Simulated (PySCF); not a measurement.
A calculated (UHF, PySCF 2.14, aug-cc-pVDZ-DK, scalar relativity by spin-free X2C-1e) atom or ion has these occupied shells.

```json
{"shell": "1s α", "electrons": "1", "orbital energy (eV)": "-5557.6", "rms radius, mean of both spins (bohr)": "0.0768"}
{"shell": "1s β", "electrons": "1", "orbital energy (eV)": "-5557.5", "rms radius, mean of both spins (bohr)": "0.0768"}
{"shell": "2s α", "electrons": "1", "orbital energy (eV)": "-695.14", "rms radius, mean of both spins (bohr)": "0.332"}
{"shell": "2s β", "electrons": "1", "orbital energy (eV)": "-693.77", "rms radius, mean of both spins (bohr)": "0.332"}
{"shell": "2p α", "electrons": "3", "orbital energy (eV)": "-583.80", "rms radius, mean of both spins (bohr)": "0.303"}
{"shell": "2p β", "electrons": "3", "orbital energy (eV)": "-582.40", "rms radius, mean of both spins (bohr)": "0.303"}
{"shell": "3s α", "electrons": "1", "orbital energy (eV)": "-124.27", "rms radius, mean of both spins (bohr)": "1.01"}
{"shell": "3s β", "electrons": "1", "orbital energy (eV)": "-119.97", "rms radius, mean of both spins (bohr)": "1.01"}
{"shell": "3p α", "electrons": "3", "orbital energy (eV)": "-91.559", "rms radius, mean of both spins (bohr)": "1.09"}
{"shell": "3p β", "electrons": "3", "orbital energy (eV)": "-86.346", "rms radius, mean of both spins (bohr)": "1.09"}
{"shell": "3d α", "electrons": "2", "orbital energy (eV)": "-47.907", "rms radius, mean of both spins (bohr)": "1.27"}
```

Problem. Name the element and its charge.

Solution. V³⁺ (vanadium, charge +3), in [Ar] 3d2, high-spin 3F determinant.
